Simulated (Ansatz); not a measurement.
`B[SiH](B)F` + HCl → `B[SiH](F)Cl` + BH₃ at 298.15 K and 1 bar (cleavage of the Si–B bond).

Gas-phase electronic energies from Ansatz, PBE0-D4/def2-TZVP geometries. CBS: MP2 limit from def2 TZ/QZ plus the TZ coupled-cluster correction, frozen cores. This one scheme is used for every species.

```tsv
species	CCSD(T)/CBS energy (Eh)	H − E (kJ/mol)	S (J/(mol·K))
`B[SiH](B)F`	-441.44960	154.8	328.7
HCl	-460.38127	26.6	186.8
`B[SiH](F)Cl`	-875.32432	106.0	323.0
BH₃	-26.55200	78.7	188.3
```

H − E and S are ideal-gas, rigid-rotor, harmonic terms from PBE0-D4/def2-TZVP, for one conformer and one mirror image of each species. 1 Eh = 2625.50 kJ/mol, R = 8.31446 J/(mol·K).

Problem. By hand: ΔE, ΔH, ΔS and ΔG.

Solution. ΔE = (-875.32432) + (-26.55200) − (-441.44960) − (-460.38127) = -0.04545 Eh = -119.3 kJ/mol. Δ(H − E) = 106.0 + 78.7 − 154.8 − 26.6 = 3.3, so ΔH = -116.0 kJ/mol. ΔS = 323.0 + 188.3 − 328.7 − 186.8 = -4.2 J/(mol·K). ΔG = -116.0 − 298.15 × (-4.2)/1000 = -114.7 kJ/mol.

Problem. By hand: the equilibrium constant, and the temperature at which ΔG would vanish if ΔH and ΔS stayed fixed.

Solution. log₁₀ K = −ΔG/(RT ln 10) = 20.1. ΔG = 0 at ΔH/ΔS = 27619 K, far beyond where these terms or the molecules hold.

The number of gas molecules stays the same, so ΔS is small and ΔH decides. A doubt of 5 kJ/mol in ΔE shifts log₁₀ K by 0.9 here. Other conformers and mirror images would add mixing entropy, several J/(mol·K) or more a flexible species. These are equilibria of isolated gas molecules and say nothing of rates. Largest T1 diagnostic: 0.013 (customary marks: 0.02 for closed shells, 0.045 for open ones).
